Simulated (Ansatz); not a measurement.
A nudged elastic band was laid between two geometries of C₂H₆SSeTe (11 atoms, charge 0, multiplicity 1).

The calculation used Ansatz, RKS PBE0/def2-SVP.

| Property | Result |
| --- | --- |
| movable images | 5 |
| climbing image | yes |
| spring | 5.0 eV/Å² |
| optimiser | quadratic models (default) |
| start path | through a guess of the saddle point |
| force threshold | 0.05 eV/Å |
| iteration limit | 41 |
| end points | relaxed |

Image 0:

```xyz
11
Properties=species:S:1:pos:R:3
C -1.597 1.108 -0.776
Te -0.223 -0.418 -1.420
C 1.232 -0.203 0.190
S 2.495 -1.479 -0.040
Se 0.498 -0.033 1.992
H -2.555 0.915 -1.278
H -1.721 1.021 0.312
H -1.226 2.104 -1.046
H 1.768 0.745 0.030
H 1.674 -2.537 0.145
H -0.280 -1.281 1.912
```

Image 6:

```xyz
11
Properties=species:S:1:pos:R:3
C -1.628 1.173 -0.900
Te -0.288 -0.382 -1.558
C 1.007 -0.385 0.195
S 2.432 -1.459 -0.097
Se -0.055 -0.811 1.778
H -2.436 1.225 -1.643
H -2.043 0.915 0.082
H -1.102 2.135 -0.861
H 1.423 0.627 0.297
H 1.752 -2.625 -0.021
H 1.003 -0.472 2.750
```

Task: Which bonds break or form, and what moves?

Result: No bond is made or broken. The dihedral S4–C3–Se5–H11 goes from -73 to 66°.

Task: What energy profile does the band end with?

Result: The run converged. The highest image is number 3 of 0 to 6, 2.4 kcal/mol above the first end and 2.3 kcal/mol above the last; the last end lies 0.1 kcal/mol above the first. A vibrational analysis at the climbing image gives one clearly imaginary mode, 202i cm⁻¹: a first-order saddle point.

```tsv
image	path coordinate (Å)	energy (kcal/mol)	dihedral S4–C3–Se5–H11 (°)
0	0.00	0.0	-73
1	0.55	0.3	-59
2	1.10	1.5	-34
3	1.65	2.4	-3
4	2.18	1.6	28
5	2.70	0.5	54
6	3.22	0.1	66
```

Task: What is the geometry of the highest image?

Result: 
```xyz
11
Properties=species:S:1:pos:R:3:forces:R:3
C -1.634 1.151 -0.855 0.00 0.00 -0.01
Te -0.196 -0.287 -1.560 0.00 0.00 0.00
C 1.129 -0.222 0.176 -0.01 0.01 0.02
S 2.294 -1.589 0.046 0.01 0.00 0.00
Se 0.199 -0.071 1.912 0.00 0.00 -0.01
H -2.459 1.150 -1.580 0.00 0.00 0.00
H -2.010 0.833 0.127 0.00 0.00 0.00
H -1.193 2.154 -0.805 0.00 0.00 0.00
H 1.749 0.678 0.074 0.01 0.00 0.00
H 1.366 -2.575 0.019 0.00 0.00 0.00
H 0.821 -1.279 2.468 0.00 0.00 0.00
```

Task: What are the harmonic wavenumbers there?

Result: 202i, 53, 114, 135, 155, 179, 248, 320, 464, 536, 618, 750, 822, 830, 839, 934, 1084, 1212, 1239, 1427, 1440, 2465, 2687, 3073, 3152, 3197, 3209 cm⁻¹.

Time of the run: 5.7 min on 2 threads of Arm Neoverse V2, with other jobs on the host, peak memory 0.47 GiB.
